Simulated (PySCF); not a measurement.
SMILES [SiH3][O][Ge]([Cl])([O][SiH3])[O][SiH3] (H9ClGeO3Si3) (GFN2-xTB optimised geometry):

```
17

Si    -1.011    -1.830     3.031
O     -1.214    -1.832     1.411
Ge    -0.612    -1.071     0.000
Cl    -1.316    -2.064    -1.647
O      1.090    -1.071     0.000
Si     2.421    -1.420     0.880
O     -1.095     0.563     0.000
Si    -2.273     1.570     0.518
H      0.099    -2.737     3.329
H     -2.318    -2.315     3.465
H     -0.718    -0.480     3.523
H      2.442    -2.862     1.140
H      3.466    -0.979    -0.037
H      2.385    -0.673     2.141
H     -1.639     2.862     0.279
H     -2.558     1.318     1.934
H     -3.466     1.329    -0.296
```

Computed with PBE0/def2-SVP (PySCF).

Problem. What are the frontier orbital energies and the dipole moment?

Solution. HOMO-2 -8.87 eV, HOMO-1 -8.84 eV, HOMO -8.77 eV, LUMO -0.41 eV, LUMO+1 0.55 eV; dipole moment 1.87 D.

Meta-Löwdin charges at PBE0/def2-SVP: Si1 0.75, O2 -0.79, Ge3 1.34, Cl4 -0.23, O5 -0.78, Si6 0.75, O7 -0.78, Si8 0.76, H9 -0.12, H10 -0.10, H11 -0.12, H12 -0.12, H13 -0.10, H14 -0.12, H15 -0.10, H16 -0.12, H17 -0.12.
